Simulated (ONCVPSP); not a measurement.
## Logarithmic derivatives: lithium (Li), ONCV

```
Element                 : lithium
Generator               : ONCVPSP 4.0.1
Type                    : optimised norm-conserving Vanderbilt (ONCV)
Functional              : PBE
Relativity              : scalar-relativistic
Frozen core             : none
Valence charge          : 3
Reference configuration : 1s2 2s1
Partial waves           : 1s+2s: rc 0.90 bohr, ncon 4, nbas 7, qcut 15.1 1/bohr, 2 projectors; p scattering state at 0.04 Ha: rc 0.90 bohr, ncon 3, nbas 7, qcut 9.6 1/bohr, local; d scattering state at 0.06 Ha: rc 0.95 bohr, ncon 4, nbas 9, qcut 11 1/bohr, 2 projectors, debl 2.3 Ha
Local potential         : the p channel
Core correction         : none
```

The phase is arctan(r·R′/R) of the radial function R(r), unwrapped; energies in Ha, scanned from -3 to 5 Ha. A pole is an energy at which the radial function vanishes at the test radius. The pseudo phase is shifted by a multiple of π to meet the all-electron one at the reference energy, and phase errors are pseudo minus all-electron; the curves can meet again beyond the range given. Levels narrower than the energy grid can be missing from the lists of poles.

Problem. For each channel, where are the poles, and over which energies does the pseudopotential scatter like the atom?

Solution.

```tsv
channel	radius (bohr)	reference energy (Ha)	poles, all-electron	poles, pseudo	unbroken range about the reference energy with phases within 0.05 rad	phase error 1 Ha above the reference energy (rad)
s	0.91	-0.11	-0.60	-0.60	the whole range	+0.000
p	0.91	0.04	none	none	the whole range	+0.001
d	0.96	0.06	none	none	the whole range	+0.000
```

Phases in the s channel:

```csv
E (Ha),all-electron,pseudo
-2.98,-0.320,-0.319
-2.54,-0.734,-0.734
-2.10,-1.051,-1.051
-1.66,-1.268,-1.268
-1.22,-1.419,-1.419
-0.78,-1.532,-1.532
-0.34,-1.621,-1.621
0.10,-1.699,-1.699
0.54,-1.770,-1.770
0.98,-1.839,-1.839
1.42,-1.912,-1.912
1.86,-1.992,-1.991
2.30,-2.084,-2.083
2.74,-2.194,-2.193
3.18,-2.333,-2.331
3.62,-2.509,-2.505
4.06,-2.732,-2.726
4.50,-2.998,-2.990
4.94,-3.283,-3.272
```
